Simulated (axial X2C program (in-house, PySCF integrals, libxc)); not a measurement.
## Nuclear properties of SnAs

Calculated with an in-house all-electron X2C program for linear molecules (integrals from PySCF): two-component X2C with atomic mean-field Coulomb and Gaunt terms, Gaussian nuclei, basis Sn dyall-cv3z, As dyall-cv3z with contracted cores.

R = 2.441 Å (near the PBE0 minimum at charge 0 of the determinant lowest at the starting distance; the state shown can have its own minimum elsewhere).

Determinant lowest in the PBE0 search, Ω = 3/2 (⟨Sz⟩ = 0.50, ⟨Lz⟩ = 1.00 at PBE0), spin on the atoms Sn 0.01, As 0.49:

```json
{"level": "PBE0", "Eeff magnitude (GV/cm)": "0.0652", "Ws magnitude Sn (kHz)": "0.00698", "Ws magnitude As (kHz)": "0.0409", "A∥/gI Sn (MHz)": "218", "qzz Sn (a.u.)": "-6.61", "A∥/gI As (MHz)": "114", "qzz As (a.u.)": "-2.84", "μ (D)": "-1.81"}
{"level": "HF", "Eeff magnitude (GV/cm)": "0.757", "Ws magnitude Sn (kHz)": "0.0828", "Ws magnitude As (kHz)": "0.126", "A∥/gI Sn (MHz)": "570", "qzz Sn (a.u.)": "-6.26", "A∥/gI As (MHz)": "-124", "qzz As (a.u.)": "-3.18", "μ (D)": "-1.25"}
{"level": "LDA", "Eeff magnitude (GV/cm)": "0.0695", "Ws magnitude Sn (kHz)": "0.0268", "Ws magnitude As (kHz)": "0.0256", "A∥/gI Sn (MHz)": "159", "qzz Sn (a.u.)": "-6.19", "A∥/gI As (MHz)": "199", "qzz As (a.u.)": "-2.98", "μ (D)": "-1.54"}
{"level": "TPSSh", "Eeff magnitude (GV/cm)": "0.0388", "Ws magnitude Sn (kHz)": "0.00874", "Ws magnitude As (kHz)": "0.0375", "A∥/gI Sn (MHz)": "203", "qzz Sn (a.u.)": "-6.38", "A∥/gI As (MHz)": "141", "qzz As (a.u.)": "-2.83", "μ (D)": "-1.75"}
{"level": "r2SCAN", "Eeff magnitude (GV/cm)": "0.263", "Ws magnitude Sn (kHz)": "0.0524", "Ws magnitude As (kHz)": "0.0499", "A∥/gI Sn (MHz)": "259", "qzz Sn (a.u.)": "-6.36", "A∥/gI As (MHz)": "107", "qzz As (a.u.)": "-2.97", "μ (D)": "-1.67"}
```

Determinant 0.21 eV from it at PBE0 and this distance, Ω = 1/2 (⟨Sz⟩ = -0.50, ⟨Lz⟩ = 1.00 at PBE0), spin on the atoms Sn -0.05, As -0.45:

```tsv
level	Eeff magnitude (GV/cm)	Ws magnitude Sn (kHz)	A∥/gI Sn (MHz)	qzz Sn (a.u.)	A∥/gI As (MHz)	qzz As (a.u.)	μ (D)
PBE0	1.31	1.49	793	-6.90	1330	-2.83	-1.89
HF	14.5	15.6	559	-6.16	937	-2.63	-1.28
LDA	0.985	1.17	844	-6.42	1370	-2.99	-1.60
TPSSh	0.984	1.14	802	-6.65	1290	-2.84	-1.81
r2SCAN	1.1	1.21	784	-6.65	1290	-2.98	-1.74
```

Eeff is the effective electric field on the electron electric dipole moment in this Ω state and Ws the scalar–pseudoscalar constant of the nucleus named (defined with the proton number Z and per Ω); A∥ (defined per Ω) follows by multiplying with gI = μI/(I μN); qzz is the electric field gradient, eQq0 = 234.96 MHz × Q/barn × qzz; μ is positive if the As end (last atom) is positive. The operators were transformed with the bare-nucleus X2C matrices; with these basis sets, hyperfine constants and field gradients can be off by tens of per cent, and where levels differ in sign neither size nor sign is settled.

(1) With Q(75As) = 0.311 barn (Q from Pyykkö, Mol. Phys. 2018), turn the PBE0 values of the first state into constants in MHz.

Each state is one determinant with collinear spin. Unrestricted Hartree–Fock can overshoot spin polarisation at the nuclei. In the state Ω = 3/2 the sign of Eeff differs between levels (LDA against PBE0). Where Eeff spreads by more than a factor of two the levels disagree and none is to be relied on. The search compared states at one distance, so a state with another bond length can lie lower. The sign of Ws at Sn differs between levels in the first state. Further determinants of the search, some of them spin-mixed, are not shown. Where a field gradient or hyperfine factor spreads by more than a factor of two over the levels, a constant derived from it is not to be relied on. PBE0 term energies can be off by some tenths of an eV.

Results:

(1) eQq0(75As) = 234.96 × (0.311) × (-2.84) = -208 MHz.
